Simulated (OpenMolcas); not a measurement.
**CH7GaSi (SMILES [CH3][GaH][SiH3]): the energy, rung by rung**

The species is CH7GaSi (10 atoms), meant as a singlet with charge 0. As SMILES, `[CH3][GaH][SiH3]`. The shape is that of a PBE0-D4/def2-TZVP optimisation.

```csv
atom,x (Å),y (Å),z (Å)
C,-1.1233,1.3941,-0.6192
Ga,0.5615,0.6593,0.0933
Si,0.7867,-1.7053,0.5507
H,-1.9243,0.6566,-0.6704
H,-0.9470,1.7854,-1.6260
H,-1.4542,2.2365,-0.0057
H,1.7596,1.6546,0.3460
H,0.5310,-2.4962,-0.6888
H,2.1250,-2.1009,1.0697
H,-0.2317,-2.1351,1.5533
```

Quantity: the energy change with the C1–H6 bond stretched from 1.093 to 1.421 Å, in eV. The values are calculated.

| level | kind | program | value (eV) | less CCSD(T)/6-31G* | CPU time (all runs) |
| --- | --- | --- | --- | --- | --- |
| SVWN5/6-31G* (spherical functions) (restricted) | LDA | OpenMolcas | 0.91 | -0.04 | 58 s |
| PBE/6-31G* (spherical functions) (restricted) | GGA | OpenMolcas | 0.91 | -0.04 | 88 s |
| TPSS/6-31G* (spherical functions) (restricted) | meta-GGA | OpenMolcas | 0.94 | -0.01 | 1.8 min |
| r2SCAN/6-31G* (spherical functions) (restricted) | meta-GGA | OpenMolcas | 0.98 | +0.03 | 1.7 min |
| M06-2X/6-31G* (spherical functions) (restricted) | hybrid meta-GGA | OpenMolcas | 1.02 | +0.07 | 92 s |
| B3LYP/6-31G* (Cartesian functions) (restricted) | global hybrid | OpenMolcas | 0.98 | +0.03 | 81 s |
| MP2/6-31G* (spherical functions) (restricted) | perturbation theory | OpenMolcas | 1.04 | +0.09 | 16 s |
| CCSD(T)/6-31G* (spherical functions) (restricted) | coupled cluster or CI | OpenMolcas | 0.95 | 0.00 | 1.7 min |

Differences are taken from CCSD(T)/6-31G* (spherical functions) (restricted) for orientation; it has basis-set and higher-order errors of its own. All-electron rows without a relativistic Hamiltonian named are non-relativistic. The first shape isn't each level's own minimum. The values span 0.91 to 1.04 eV. In the correlated wave-function rows the outer d shell of Ga is correlated, in sets not made for it. Times are those of the runs behind each value, whatever else they computed, on shared processors of several kinds: orders of magnitude only.
